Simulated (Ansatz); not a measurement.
Input file for Ansatz (a quantum-chemistry and plane-wave program): U-PBE/cc-pVTZ on F2Ge (SMILES [F][Ge][F]), a point of a bond scan (R = 2.110 Å).

Ansatz 0.2 input:
```yaml
crystal:
  periodic: [false, false, false]
  atoms:
    - {symbol: Ge, position_ang: [0.03526473, -0.02085730, 0.41569386]}
    - {symbol: F, position_ang: [0.71231411, 1.42050052, -0.96852958]}
    - {symbol: F, position_ang: [-0.72485825, -1.10611494, -0.74019696]}
basis:
  gaussian:
    orbitals: cc-pVTZ
hamiltonian:
  xc: {name: PBE}
magnetization: {spin_polarized: true, initial_magnetization: 0}
```

It printed:

```
WARN ansatz: RAYON_NUM_THREADS=1 ignored (pool sized by the plan → 1); use --threads N
Functional definition: PBE
integrals: 0.03 GiB planned
649 factors; their error is unknown
mean field: 0.29 GiB planned
mean field evaluation 1: about -61937.0267 eV, gradient 4.4e1 eV
mean field evaluation 2: about -61727.8695 eV, gradient 1.9e2 eV
mean field evaluation 4: about -61942.4978 eV, gradient 1.2e1 eV
mean field evaluation 8: about -61942.9726 eV, gradient 1.3e-1 eV
mean field evaluation 16: about -61942.9505 eV, gradient 1.5e-4 eV
mean field -61942.95045336 eV, -2276.3614427212 hartree, gradient 3.1e-5 eV, S^2 0.000000; 0 other end points of the search recorded, 0 dependent functions left out
reference -61942.95048243 eV, -2276.3614437893 hartree; 25, 25 occupied and 78, 78 virtual orbitals, 649 factors
Total energy: -61942.95048243 eV, -2276.3614437893 hartree
```

The calculation finished and met its thresholds.

Cost: roughly 1.2 core-seconds.
